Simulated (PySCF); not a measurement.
Rigid-rotor lines calculated for a species of formula C8H6O (commonest isotopes; PySCF, PBE0-D3(BJ)/def2-SVP geometry optimisation, gas phase), labelled J(Ka,Kc):

| transition | MHz |
| --- | --- |
| 1(1,1) ← 0(0,0) | 4891.4 |
| 2(1,2) ← 1(1,1) | 3666.4 |
| 2(1,1) ← 1(1,0) | 4130.8 |
| 2(0,2) ← 1(0,1) | 3885.4 |
| 1(0,1) ← 0(0,0) | 1949.3 |

**Question.** Find the rotational constants.

**Answer.** 1(0,1) ← 0(0,0) is B + C, 2(1,1) ← 1(1,0) is 3B + C and 2(1,2) ← 1(1,1) is B + 3C, so B − C is half the difference of the last two, 232.2 MHz. 1(1,1) ← 0(0,0) is A + C. A = 4032.9, B = 1090.7, C = 858.5 MHz.

**Question.** What moments of inertia, asymmetry and inertial defect follow?

**Answer.** I = 505379 MHz·u·Å² over each constant: Ia = 125.31, Ib = 463.33, Ic = 588.65 u·Å²; κ = (2B − A − C)/(A − C) = -0.854 (asymmetric top); Δ = Ic − Ia − Ib = 0.00 u·Å².

**Question.** Which dipole components do these lines need?

**Answer.** μa and μb (a-type: ΔKa even, ΔKc odd; b-type: both odd). The calculation gives |μa| = 0.72 D, |μb| = 0.56 D, |μc| = 0.00 D.

**Question.** Where do these fall, and of which type are they? 4(3,2) ← 3(3,1); 4(2,3) ← 3(1,2); 2(0,2) ← 1(1,1); 4(1,3) ← 4(0,4); 2(2,1) ← 1(1,0); 4(2,3) ← 3(2,2); 4(3,1) ← 3(3,0); 4(4,1) ← 4(3,2); 4(3,1) ← 4(2,2); 4(4,0) ← 4(3,1); 3(1,3) ← 2(0,2).

**Answer.** 
```json
{"transition": "2(0,2) ← 1(1,1)", "MHz": "943", "type": "b", "branch": "R"}
{"transition": "4(1,3) ← 4(0,4)", "MHz": "4378", "type": "b", "branch": "Q"}
{"transition": "4(2,3) ← 3(2,2)", "MHz": "7787", "type": "a", "branch": "R"}
{"transition": "4(3,2) ← 3(3,1)", "MHz": "7822", "type": "a", "branch": "R"}
{"transition": "4(3,1) ← 3(3,0)", "MHz": "7825", "type": "a", "branch": "R"}
{"transition": "3(1,3) ← 2(0,2)", "MHz": "8215", "type": "b", "branch": "R"}
{"transition": "2(2,1) ← 1(1,0)", "MHz": "12957", "type": "b", "branch": "R"}
{"transition": "4(3,1) ← 4(2,2)", "MHz": "15142", "type": "b", "branch": "Q"}
{"transition": "4(2,3) ← 3(1,2)", "MHz": "16273", "type": "b", "branch": "R"}
{"transition": "4(4,0) ← 4(3,1)", "MHz": "21381", "type": "b", "branch": "Q"}
{"transition": "4(4,1) ← 4(3,2)", "MHz": "21385", "type": "b", "branch": "Q"}
```

**Question.** Which structure gave them?

**Answer.** `C#C/C=C\c1ccco1`, point group Cs. Three constants can't fix a structure by themselves; this is the one that was computed:
```xyz
15
C8H6O angstrom
C     -2.742    0.690    1.522
C     -2.240   -0.255    0.943
C     -1.689   -1.375    0.275
C     -0.470   -1.433   -0.312
C      0.524   -0.399   -0.390
C      0.618    0.906    0.040
C      1.895    1.374   -0.374
C      2.487    0.328   -1.024
O      1.673   -0.737   -1.038
H     -3.186    1.522    2.035
H     -2.319   -2.269    0.236
H     -0.180   -2.370   -0.794
H     -0.148    1.449    0.586
H      2.323    2.361   -0.211
H      3.452    0.204   -1.509
```

The values belong to one conformer (point group Cs) with, in the numbering `[CH:1]#[C:2]/[CH:3]=[CH:4]\[c:5]1[cH:6][cH:7][cH:8][o:9]1`, C3–C4–C5–C6 -1°. Whether it is a minimum is left open (no frequencies). Zero-point vibration and centrifugal distortion are left out.
